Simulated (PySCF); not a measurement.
B(F)2(NH2) (BF₂H₂N), SMILES FB(N)F.

The structure is a stationary point at B3LYP-D3(BJ)/def2-SVP. One conformer was computed; it need not be the lowest.

Computed with B3LYP-D3(BJ)/def2-SVP (PySCF).

No scaling factor is applied to the harmonic values.

```
mode  ν (cm⁻¹)  IR (km/mol)  moving atoms (share of kinetic energy)
----  --------  -----------  --------------------------------------
1          381          0.2           F 44 %, H 31 %, N 16 %, B 8 %
2          424        198.3                          H 82 %, N 17 %
3          478         13.7                   F 71 %, N 18 %, B 9 %
4          543          0.0                                  H 97 %
5          664         66.4                          B 83 %, F 11 %
6          872         10.8                          F 63 %, N 30 %
7          889          0.7                  H 62 %, N 24 %, F 14 %
8         1435        343.6                          B 75 %, F 20 %
9         1443        148.7                          B 50 %, H 43 %
10        1606        354.0                  H 49 %, B 25 %, N 25 %
11        3618         51.6                                  H 96 %
12        3723         49.5                           H 91 %, N 9 %
```
